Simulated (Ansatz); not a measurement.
`CO[Si](F)(Cl)[SeH]` + CH₃NH₂ → `CN[Si](F)(Cl)OC` + H₂Se  (ligand exchange at the Si–Se bond)

Gas-phase electronic energies from Ansatz, PBE0-D4/def2-TZVP geometries. CCSD(T)/CBS is the MP2 limit (def2-TZVPP, def2-QZVPP) plus CCSD(T) − MP2 in def2-TZVPP, frozen cores. Functionals use def2-TZVPP. B3LYP here is the variant with VWN-RPA as its local correlation; programs differ in this. For Se outer-core shells are correlated without core-valence functions, which leaves a few kJ/mol of doubt a bond. Scalar relativity is left out up to krypton. One conformer a species, not always the lowest.

**Question.** Is it downhill or uphill in electronic energy at CCSD(T)/CBS, and by how much? (Best estimate.)

**Answer.** The calculation gave: Downhill: ΔE = -15.9 kJ/mol.

**Question.** What do these levels give: PBE-D4, r2SCAN-D4, B3LYP, HF/def2-TZVPP, CCSD(T)/def2-TZVPP, SCS-MP2/def2-QZVPP? (An estimate is asked.)

**Answer.** The calculation gave: PBE-D4 -8.0, r2SCAN-D4 -16.5, B3LYP -17.7, HF/def2-TZVPP -28.1, CCSD(T)/def2-TZVPP -21.6, SCS-MP2/def2-QZVPP -17.4 kJ/mol.

Largest T1 diagnostic among the species: 0.010.

From PBE to PBE0 (25 % exact exchange), in def2-TZVPP and without D4, ΔE moves by −4.5 kJ/mol. In def2-TZVPP, CCSD(T) changes the Hartree–Fock value by +6.5 kJ/mol (the triples alone add +2.0 kJ/mol) and MP2 by +11.1 kJ/mol.
